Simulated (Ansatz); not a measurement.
Reaction (formal exchange of groups at the Si–N bond): `N[SiH2][SiH](O)O` + `CC(N)N` → `O[SiH](O)[SiH3]` + `NCC(N)N`

Gas-phase electronic energies from Ansatz, PBE0-D4/def2-TZVP geometries. CCSD(T)/CBS is the MP2 limit (def2-TZVPP, def2-QZVPP) plus CCSD(T) − MP2 in def2-TZVPP, frozen cores. This one scheme is used for every species. Functionals use def2-TZVPP. B3LYP here is the variant with VWN-RPA as its local correlation; programs differ in this. One conformer a species, not always the lowest.

Is it downhill or uphill in electronic energy at CCSD(T)/CBS, and by how much? (An estimate is asked.)

The calculation gave: Uphill: ΔE = +110.2 kJ/mol.

What do these levels give: PBE0-D4, B3LYP, CCSD(T)/def2-TZVPP, HF/def2-QZVPP, MP2/def2-QZVPP, HF/CBS(def2)? (Estimate.)

The calculation gave: PBE0-D4 104.1, B3LYP 108.0, CCSD(T)/def2-TZVPP 106.1, HF/def2-QZVPP 112.1, MP2/def2-QZVPP 115.7, HF/CBS(def2) 112.3 kJ/mol.

Largest T1 diagnostic among the species: 0.013.
